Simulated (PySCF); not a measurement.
A GIAO shielding run with PySCF 2.14 (density fitting, non-relativistic, gas phase) on `O1CCC[C@@H](B(C)C)CC1`, C8H17BO:

```
$ OMP_NUM_THREADS=1 python probes_run.py task.json out

{"job": {"kind": "nmr", "xc": "KT3", "basis": "pcSseg-1", "pop": false}, "charge": 0, "multiplicity": 1}
C      2.346008    -0.785431    -1.409389
B      2.034938     0.183196    -0.209728
C      3.194211     1.036815     0.422030
C      0.562028     0.357258     0.350482
C     -0.177364    -0.967266     0.593663
C     -1.490254    -0.802002     1.360203
C     -2.689480    -0.427003     0.488647
O     -2.398570     0.396277    -0.606879
C     -1.629136     1.541046    -0.356498
C     -0.153144     1.290455    -0.642683
H      3.274139    -1.355867    -1.237081
H      2.565475    -0.148271    -2.287195
H      1.542587    -1.479536    -1.693308
H      3.446860     0.537889     1.378665
H      2.872777     2.053069     0.703144
H      4.120653     1.092492    -0.168814
H      0.605744     0.891935     1.319170
H      0.482398    -1.636432     1.171412
H     -0.365255    -1.480723    -0.364532
H     -1.747586    -1.734679     1.889189
H     -1.342492    -0.047502     2.151583
H     -3.127499    -1.336289     0.047713
H     -3.475776     0.030907     1.124070
H     -1.998333     2.329040    -1.034436
H     -1.776141     1.912437     0.676522
H     -0.101945     0.870069    -1.662376
H      0.367615     2.263923    -0.679341
```

Hardware: 1 thread of an Arm Neoverse N1, shared host. The job also computes ring-centre shieldings.

Q: How large is the calculation?

A: 78 electrons, 255 basis functions and 1311 auxiliary functions.

Q: How long does it take?

A: 2.7 min of wall time, with 15 SCF cycles. Times on a shared host scatter by some tens of per cent.

Q: And these other runs on the same molecule and hardware: GIAO shielding at PBE0/pcSseg-1?

A: PBE0/pcSseg-1: 255 functions, 2.7 min.
